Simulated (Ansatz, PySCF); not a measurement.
TiCl3I, SMILES [Cl][Ti]([Cl])([I])[Cl], multiplicity 1.

Geometry: B3LYP-D3(BJ)/def2-SVP. The spin state was assumed, not searched. The structure was generated by enumeration; whether it is a known compound was not checked. The def2 effective core potentials stand for the cores of I; spin–orbit coupling is left out.

Vertical ionisation energy (IE) and electron affinity (EA) in eV. Rows of orbital energies are one-electron estimates. Where ΔSCF, EOM or ADC give a negative EA the extra electron is unbound and the value depends on the basis.

```
level                                                                 IE    EA
------------------------------------------------------------------  ----  ----
−ε(HOMO), −ε(LUMO), B3LYP/def2-TZVP (PySCF)                         8.11  3.96
−ε(HOMO), −ε(LUMO), PBE/def2-TZVP (PySCF)                           7.25  4.53
ΔSCF, PBE/def2-SVPD (Ansatz), final states of multiplicity 2 and 2   [?]   [?]
```

Question: Fill in the missing entries. (An estimate is asked for; the answer gives what the named calculation found.)

Answer: 
- ΔSCF, PBE/def2-SVPD (Ansatz, a quantum-chemistry and plane-wave program), final states of multiplicity 2 and 2, IE: 10.04
- ΔSCF, PBE/def2-SVPD (Ansatz), final states of multiplicity 2 and 2, EA: 2.09

Question: What vertical singlet–triplet gap does ΔSCF give with PBE/def2-SVPD (Ansatz)? (Estimate from the structure and the level; the computed values follow.)

Answer: 3.04 eV (triplet above singlet where positive).
